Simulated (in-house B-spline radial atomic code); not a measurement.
A radial electron density 4πr²n(r) was computed for an atom or ion in its tabulated ground configuration with an all-electron radial atomic-structure program (B-spline basis); method: Dirac-Hartree-Fock, average of configuration. Columns: r (bohr), 4πr²n(r) (electrons per bohr), bar.

```
 0.00101    2.308 #
 0.00124    3.279 ##
 0.00152    4.617 ##
 0.00187    6.495 ###
  0.0023    9.052 ####
 0.00282    12.42 ######
 0.00346    16.84 ########
 0.00424    22.43 ###########
 0.00521    29.41 ##############
 0.00639    37.56 ##################
 0.00784    46.62 ######################
 0.00962     55.9 ###########################
  0.0118    64.26 ###############################
  0.0145    70.39 ##################################
  0.0178    72.97 ###################################
  0.0218    71.65 ##################################
  0.0268    67.56 ################################
  0.0329    63.88 ##############################
  0.0403    64.54 ###############################
  0.0495    71.87 ##################################
  0.0608    83.61 ########################################
  0.0746    92.45 ############################################
  0.0915    91.07 ###########################################
   0.112    79.82 ######################################
   0.138    68.57 #################################
   0.169    68.93 #################################
   0.208     77.5 #####################################
   0.255    77.09 #####################################
   0.313    58.78 ############################
   0.384    35.75 #################
   0.471    26.34 #############
   0.578    29.65 ##############
   0.709    30.54 ###############
    0.87    22.71 ###########
    1.07    12.44 ######
    1.31    5.934 ###
    1.61     2.78 #
    1.97    1.194 #
    2.42   0.3505 
    2.97  0.05846 
    3.65 0.004611 
    4.47 0.000157 
    5.49 1.731e-06
```

(1) Which atom or ion is it?
A. Ce8+
B. Ba7+
C. Xe7+
D. Cs7+

## Answers

(1) D. The area under the curve, ∫4πr²n dr = ∫r·4πr²n d(ln r) on this logarithmic grid, is 48 electrons, which only this option has. The configuration is [Kr] 4d10 5s2.
